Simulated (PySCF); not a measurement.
**Polarisability and C₆ of Mo⁻ (molybdenum, charge -1)**

[Kr] 4d5 5s2, high-spin 6S determinant. Calculation: PySCF 2.14, in def2-TZVPPD with the def2 core potential (28 electrons); a scalar-relativistic core potential. Coupled (time-dependent) response in atomic units; α is the mean over directions.

```
 method  mean α (bohr³)  C₆ (like pair)  S(−4)
wB97M-V           177.9            2561  19130
```

S(−4) is the Cauchy moment in α(ω) = α(0) + S(−4) ω² + …

α(iu) at wB97M-V:

```tsv
u (hartree)	α(iu) (bohr³)
0	177.9
0.0500	141.7
0.100	91.44
0.200	42.25
0.300	25.18
0.500	13.56
0.750	8.623
1.00	6.234
1.50	3.765
2.00	2.505
3.00	1.314
5.00	0.5311
```

A single London oscillator, α(iu) = α/(1 + u²/ω²), gives C₆ = (3/4) ω α². Matching the computed C₆ needs ω = 4 × 2561 / (3 × 177.9²) = 0.108 hartree.

For an ion, C₆ is the dispersion term alone; charge-induced terms of lower order in 1/R come first.

Energies and moments cover only the electrons outside the core potential. The outer electron is barely bound at this level, so radii and moments hang on the diffuse functions.
